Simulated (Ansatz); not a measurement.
Geometry optimisation, RKS PBE/STO-3G (Ansatz).

Input file:

```yaml
crystal:
  periodic: [false, false, false]
  atoms:
    - { symbol: B, position_ang: [-0.6141, 1.5012, 1.7445] }
    - { symbol: "N", position_ang: [-0.1266, 0.3407, 0.9695] }
    - { symbol: C, position_ang: [-0.2097, 0.2933, -0.471] }
    - { symbol: C, position_ang: [0.3631, -0.734, -1.1019] }
    - { symbol: C, position_ang: [0.7563, -1.7868, -1.7553] }
    - { symbol: H, position_ang: [-0.6085, 1.5849, 2.9112] }
    - { symbol: H, position_ang: [-1.1101, 2.4626, 1.1568] }
    - { symbol: H, position_ang: [0.3284, -0.4302, 1.5083] }
    - { symbol: H, position_ang: [-0.6005, 1.1279, -0.9801] }
    - { symbol: H, position_ang: [0.7128, -1.8112, -2.7942] }
    - { symbol: H, position_ang: [1.1742, -2.6054, -1.1671] }
basis:
  gaussian: { orbitals: STO-3G }
hamiltonian:
  xc: pbe
relax:
  f_tol: 0.02
  max_steps: 40
scf:
  lower_state_search: "off"
```

Run as:

```bash
$ ansatz run input.yaml --threads 1 --pin off --max-ram 2048MiB --backend cpu --events-out ev --progress --plain --runs-dir out
```

**Question.** Where does it end, and by what steps?

**Answer.** The run converged. Limits of this set-up: minimal basis. After 12 steps the energy has fallen by 3.815 eV; H10 moved furthest, 1.13 Å.

```json
{"step": "0", "energy less start (eV)": "0.0000", "largest force component (eV/Å)": "4.662", "accepted": "yes"}
{"step": "1", "energy less start (eV)": "-1.6310", "largest force component (eV/Å)": "2.111", "accepted": "yes"}
{"step": "2", "energy less start (eV)": "-2.4853", "largest force component (eV/Å)": "1.126", "accepted": "yes"}
{"step": "3", "energy less start (eV)": "-3.0605", "largest force component (eV/Å)": "1.034", "accepted": "yes"}
{"step": "4", "energy less start (eV)": "-3.4331", "largest force component (eV/Å)": "0.915", "accepted": "yes"}
{"step": "5", "energy less start (eV)": "-3.6223", "largest force component (eV/Å)": "0.676", "accepted": "yes"}
{"step": "6", "energy less start (eV)": "-3.7448", "largest force component (eV/Å)": "0.731", "accepted": "yes"}
{"step": "7", "energy less start (eV)": "-3.6928", "largest force component (eV/Å)": "0.807", "accepted": "no"}
{"step": "8", "energy less start (eV)": "-3.7967", "largest force component (eV/Å)": "0.308", "accepted": "yes"}
{"step": "9", "energy less start (eV)": "-3.8114", "largest force component (eV/Å)": "0.145", "accepted": "yes"}
{"step": "10", "energy less start (eV)": "-3.8144", "largest force component (eV/Å)": "0.063", "accepted": "yes"}
{"step": "11", "energy less start (eV)": "-3.8147", "largest force component (eV/Å)": "0.034", "accepted": "yes"}
{"step": "12", "energy less start (eV)": "-3.8148", "largest force component (eV/Å)": "0.005", "accepted": "yes"}
```

```xyz
11
Properties=species:S:1:pos:R:3
B -0.589 1.574 1.733
N -0.041 0.518 0.990
C -0.314 0.216 -0.411
C 0.230 -0.799 -1.075
C 0.767 -1.804 -1.740
H -0.267 1.685 2.859
H -1.344 2.304 1.203
H 0.640 -0.163 1.419
H -1.028 0.923 -0.877
H 1.718 -1.704 -2.298
H 0.292 -2.805 -1.783
```

The run took 20 s on 1 thread of Arm Neoverse V1 (shared host), peak memory 0.11 GiB.
